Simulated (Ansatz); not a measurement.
Ge14NH24, a doped nanocrystal cut from the lattice of germanium (N on an inner site). The state is a doublet with charge 0. Geometry PBE-D4/def2-SVP, basis def2-TZVP, Ansatz.

```xyz
39

Ge    0.9018    1.5529   -0.1706
Ge   -0.3826   -0.4813   -3.4655
Ge   -0.8605    3.2270    3.3869
Ge   -2.4828    0.5671    0.8216
Ge    2.6162   -1.9787   -1.2835
Ge   -1.1386   -2.1996    0.0617
Ge   -0.0774   -0.6468    2.6120
Ge    2.9256    0.1650   -0.1523
Ge    0.8055    1.4516    3.5106
Ge    1.7968   -1.5909   -3.5567
Ge   -0.1273    1.6998   -2.3938
Ge   -1.9211   -1.9386   -2.2473
Ge   -2.1552    2.9363    1.3417
Ge    0.9960   -3.3920   -0.1210
N    -0.9087   -0.4970    0.9079
H     1.3667    3.0201    0.1997
H    -0.9244   -0.2858   -4.9170
H    -0.2009    4.6339    3.4471
H    -1.8212    3.0880    4.6036
H    -2.9981    0.4103   -0.6370
H    -3.5481   -0.0452    1.7883
H     3.9819   -2.7332   -1.3470
H    -2.1678   -3.0300    0.9066
H     1.0747   -1.6716    2.4123
H    -1.1100   -1.2561    3.6155
H     4.1025    0.9187   -0.8484
H     3.3667   -0.0958    1.3194
H     2.1186    1.8534    2.7880
H     1.1628    1.1550    5.0000
H     2.8077   -0.6920   -4.3285
H     1.6783   -2.9432   -4.3196
H     0.7406    2.5990   -3.3300
H    -1.5230    2.3835   -2.2811
H    -3.3973   -1.4660   -2.3611
H    -1.8400   -3.3702   -2.8609
H    -1.4969    3.6737    0.1455
H    -3.5868    3.5288    1.5253
H     1.5407   -3.9149    1.2376
H     0.6858   -4.6352   -1.0101
```

```tsv
run	HOMO (eV)	LUMO (eV)
A	-8.07	0.53
B	-4.64	-3.80
C	-4.97	-3.57
D	-5.62	-3.00
```

Single mean-field runs in def2-TZVP are fitted with def2-universal-jkfit. Another isomer (doublet) lies 0.53 eV lower at PBE0-D4/def2-TZVP; other spin states weren't run for this one.

HOMO and LUMO are taken over both spins.

Q: The runs used HF, PBE, PBE0, r2SCAN. Estimate which is which.

A: A HF (100 % exact exchange); B PBE (0 % exact exchange); C r2SCAN (0 % exact exchange); D PBE0 (25 % exact exchange). Exact exchange lowers occupied and raises empty levels; among semilocal functionals meta-GGAs tend to open the gap a little, and such runs are hard to tell apart. The gap grows from 0.85 eV (PBE) to 8.60 eV (HF).
